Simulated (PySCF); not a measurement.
Compound: C6H7NO.
SMILES with atom numbers: `[CH3:1][O:2][c:3]1[cH:4][cH:5][n:6][cH:7][cH:8]1` (hydrogens: H9, H10, H11 on C1; H12 on C4; H13 on C5; H14 on C7; H15 on C8)

The same species was optimised twice, with GFN2-xTB and with PBE0-D3(BJ)/def2-SVP (PySCF), and the same property calculations (PySCF, gas phase) were run on both structures.

```csv
coordinate,GFN2-xTB,PBE0-D3(BJ)/def2-SVP,change
O2–C3 (Å),1.353,1.340,-0.013
C7–C8 (Å),1.386,1.396,+0.010
C5–N6 (Å),1.325,1.335,+0.010
C4–C5 (Å),1.380,1.387,+0.007
N6–C7 (Å),1.319,1.327,+0.008
C3–C8 (Å),1.393,1.399,+0.006
C1–O2 (Å),1.409,1.403,-0.006
C3–C4 (Å),1.398,1.401,+0.003
C5–N6–C7 (°),117.4,116.7,-0.7
O2–C3–C8 (°),125.5,124.9,-0.6
O2–C3–C4 (°),116.6,117.1,+0.5
C4–C5–N6 (°),123.7,124.2,+0.5
N6–C7–C8 (°),124.3,124.6,+0.3
C1–O2–C3 (°),118.7,118.8,+0.1
C3–C4–C5 (°),118.6,118.5,-0.1
C4–C3–C8 (°),117.9,118.0,+0.1
C1–O2–C3–C4 (°),180,179,-1
```

Rotational constants: A = 5375, B = 1574, C = 1227 MHz (GFN2-xTB) against A = 5324, B = 1575, C = 1225 MHz (PBE0-D3(BJ)/def2-SVP). Point groups within 0.08 Å: Cs and Cs.

On the GFN2-xTB structure: HOMO (eV) -7.24 [PBE0/pcSseg-1]; LUMO (eV) -0.42 [PBE0/pcSseg-1]; dipole (D) 3.31 [PBE0/pcSseg-1]; GIAO shielding of C1 (ppm) 131.4 [PBE0/pcSseg-1]; GIAO shielding of O2 (ppm) 222.1 [PBE0/pcSseg-1]; GIAO shielding of C3 (ppm) 14.1 [PBE0/pcSseg-1]; GIAO shielding of C4/C8 (mean) (ppm) 73.7 [PBE0/pcSseg-1]; GIAO shielding of C5/C7 (mean) (ppm) 30.3 [PBE0/pcSseg-1]; GIAO shielding of N6 (ppm) -69.4 [PBE0/pcSseg-1].

Problem. What do these properties become on the PBE0-D3(BJ)/def2-SVP structure?

Solution. 
```csv
property,level,on GFN2-xTB,on PBE0-D3(BJ)/def2-SVP,change
HOMO (eV),PBE0/pcSseg-1,-7.24,-7.24,0.00
LUMO (eV),PBE0/pcSseg-1,-0.42,-0.45,-0.03
dipole (D),PBE0/pcSseg-1,3.31,3.38,+0.07
"energy, GFN2-xTB geometry as zero (kcal/mol)",PBE0/pcSseg-1,0.0,-0.2,-0.2
GIAO shielding of C1 (ppm),PBE0/pcSseg-1,131.4,130.7,-0.7
GIAO shielding of O2 (ppm),PBE0/pcSseg-1,222.1,222.6,+0.5
GIAO shielding of C3 (ppm),PBE0/pcSseg-1,14.1,14.7,+0.6
GIAO shielding of C4/C8 (mean) (ppm),PBE0/pcSseg-1,73.7,71.7,-2.0
GIAO shielding of C5/C7 (mean) (ppm),PBE0/pcSseg-1,30.3,27.6,-2.7
GIAO shielding of N6 (ppm),PBE0/pcSseg-1,-69.4,-71.5,-2.1
```

The heavy atoms differ by 0.009 Å rms after alignment. Among bonds between heavy atoms O2–C3 changes most (-0.013 Å). Changes are differences of the printed values. Neither structure is proved a minimum here.

The values belong to the conformer `[CH3:1][O:2][c:3]1[cH:4][cH:5][n:6][cH:7][cH:8]1`: C1–O2–C3–C4 179°.
